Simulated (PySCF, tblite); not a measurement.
Isomers of C5H12P2. Calculated harmonic vibrations of the isolated species, GFN2-xTB (tblite), most abundant isotopes, no scaling. Errors from tens to a few hundred cm⁻¹ against measured bands are possible. Modes of hydrogen on phosphorus can be 10 to 20 % off. One conformer each.

Electronic energies: PBE0/pcSseg-1 single points on the GFN2-xTB geometries (PySCF, gas phase).

| SMILES | electronic energy, lowest = 0 (kcal/mol) |
| --- | --- |
| [H]/P=P/C(C)(C)CC | 14.9 |
| C=CC[P@](=C)(C)P | 57.1 |
| PP1CCCCC1 | 0.0 |
| CP1CCPCC1 | 3.8 |

Q: How do GFN2-xTB zero-point energies change the relative energies?

A: 
```json
{"SMILES": "PP1CCCCC1", "ZPE (kcal/mol)": "99.0", "of it from modes above 1550 cm⁻¹": "48.7", "electronic (kcal/mol)": "0.0", "with ZPE, lowest = 0 (kcal/mol)": "0.0", "lowest mode (cm⁻¹)": "97", "rings": "1"}
{"SMILES": "CP1CCPCC1", "ZPE (kcal/mol)": "98.1", "of it from modes above 1550 cm⁻¹": "49.6", "electronic (kcal/mol)": "3.8", "with ZPE, lowest = 0 (kcal/mol)": "2.9", "lowest mode (cm⁻¹)": "110", "rings": "1"}
{"SMILES": "[H]/P=P/C(C)(C)CC", "ZPE (kcal/mol)": "99.3", "of it from modes above 1550 cm⁻¹": "50.4", "electronic (kcal/mol)": "14.9", "with ZPE, lowest = 0 (kcal/mol)": "15.2", "lowest mode (cm⁻¹)": "18", "rings": "0"}
{"SMILES": "C=CC[P@](=C)(C)P", "ZPE (kcal/mol)": "92.6", "of it from modes above 1550 cm⁻¹": "52.1", "electronic (kcal/mol)": "57.1", "with ZPE, lowest = 0 (kcal/mol)": "50.7", "lowest mode (cm⁻¹)": "47", "rings": "0"}
```

The zero-point energies span 6.7 kcal/mol, from `C=CC[P@](=C)(C)P` to `[H]/P=P/C(C)(C)CC`. The order is unchanged.

Q: And how do the electronic energies of GFN2-xTB itself compare?

A: `PP1CCCCC1` 0.0; `CP1CCPCC1` 18.8; `[H]/P=P/C(C)(C)CC` 18.1; `C=CC[P@](=C)(C)P` 70.4 kcal/mol, lowest = 0. Against the energies above, taken from the same isomer `PP1CCCCC1`, the largest difference is 15.0 kcal/mol.

Q: What do entropy and thermal enthalpy add at 298.15 K and 1 bar (rigid rotor, harmonic oscillator, one conformer each)?

A: 
| SMILES | point group | symmetry number | S (cal/(mol K)) | H − H(0) (kcal/mol) | ZPE + H − H(0) − TS (kcal/mol) |
| --- | --- | --- | --- | --- | --- |
| PP1CCCCC1 | Cs | 1 | 89.9 | 5.95 | 78.2 |
| CP1CCPCC1 | Cs | 1 | 90.2 | 6.09 | 77.3 |
| C=CC[P@](=C)(C)P | C1 | 1 | 103.6 | 7.71 | 69.4 |

Not tabulated: `[H]/P=P/C(C)(C)CC` (lowest mode only 18 cm⁻¹).
